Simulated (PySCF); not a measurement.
**Nuclear quadrupole coupling in `N#CB(C#N)C#N`**

Compound: C₃BN₃.
Numbering: `[N:1]#[C:2][B:3]([C:4]#[N:5])[C:6]#[N:7]`

Cartesian coordinates in Å at the PBE0-D3(BJ)/def2-SVP level; atoms count from 1:
```
atom  x, y, z in Å
N1    -0.195    2.672   -0.151
C2    -0.107    1.516   -0.109
B3     0.013   -0.007   -0.051
C4     1.394   -0.661   -0.025
N5     2.443   -1.158   -0.004
C6    -1.246   -0.874   -0.020
N7    -2.202   -1.532    0.004
```

Field gradients from the PBE0/pcSseg-1 density (PySCF, non-relativistic), principal values in atomic units, ordered |Vxx| ≤ |Vyy| ≤ |Vzz|:

| atom | Vxx | Vyy | Vzz |
| --- | --- | --- | --- |
| N1 | 0.3483 | 0.8393 | -1.1877 |
| B3 | -0.2299 | -0.2299 | 0.4598 |
| N5 | 0.3485 | 0.8392 | -1.1877 |
| N7 | 0.3487 | 0.8389 | -1.1876 |

Task: Find the asymmetry η = (Vxx − Vyy)/Vzz and the couplings χ = eQV/h (234.96 MHz × Q in barn × V in au), with Q(14N) = 0.02044 b, Q(11B) = 0.04059 b.

Result: 
```
atom             environment  nucleus     η  χzz (MHz)  χxx (MHz)  χyy (MHz)
  N1          cyano nitrogen      14N  0.41      -5.70       1.67       4.03
  B3  three-coordinate boron      11B  0.00      4.385     -2.193     -2.193
  N5          cyano nitrogen      14N  0.41      -5.70       1.67       4.03
  N7          cyano nitrogen      14N  0.41      -5.70       1.67       4.03
```

The gradient is axial or nearly so (η below 0.05) at B3. 

Task: What is Vzz at B3 in SI units (1 au = 9.71736 × 10²¹ V/m²)?

Result: 0.4598 au = 4.468 × 10²¹ V/m².

Geometry: PBE0-D3(BJ)/def2-SVP; no solvent, vibrations or thermal averaging. A larger basis could move these couplings by a tenth or more.

The run behind these numbers computed NMR shieldings as well. Time: 5.4 s wall. Hardware: one thread of an Arm Neoverse V2, no GPU, shared host.
